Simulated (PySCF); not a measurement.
What does the PBE0-D3(BJ)/def2-TZVP structure of `Brc1cncs1` look like in three dimensions?

```xyz
8
C3H2BrNS angstrom
Br     2.6519   -0.6030    1.3502
C      0.9143   -0.2697    0.7782
C      0.5111    0.5948   -0.1938
N     -0.8332    0.6352   -0.4042
C     -1.4515   -0.1813    0.3902
S     -0.4400   -1.0661    1.4596
H      1.1750    1.2182   -0.7764
H     -2.5248   -0.3178    0.4023
```

Orientation and origin are arbitrary. Atoms count from 1 in this order. S6 (thiophene-type sulfur) is bent (angle 88.8°). The 5-membered ring C2–C3–N4–C5–S6 has internal angles of 88.8° to 115.2° (sum 540°, against 540° for a flat polygon); it is planar, 0.00 Å rms from its mean plane, widest ring torsion 0°. The 6 heavy atoms lie in one plane (0.000 Å rms). The 2 C–N bonds span 1.296 Å (N4–C5, aromatic) to 1.361 Å (C3–N4, aromatic), a spread of 0.065 Å.

Bonds between heavy atoms (Å): Br1–C2 1.859, C2–C3 1.362, C3–N4 1.361, N4–C5 1.296, C5–S6 1.717, C2–S6 1.713.

Computed with PBE0-D3(BJ)/def2-TZVP geometry optimisation, gas phase in PySCF 2.14.0.

Point group: Cs (tolerance 0.08 Å). Not checked by PBE0-D3(BJ)/def2-TZVP frequencies.
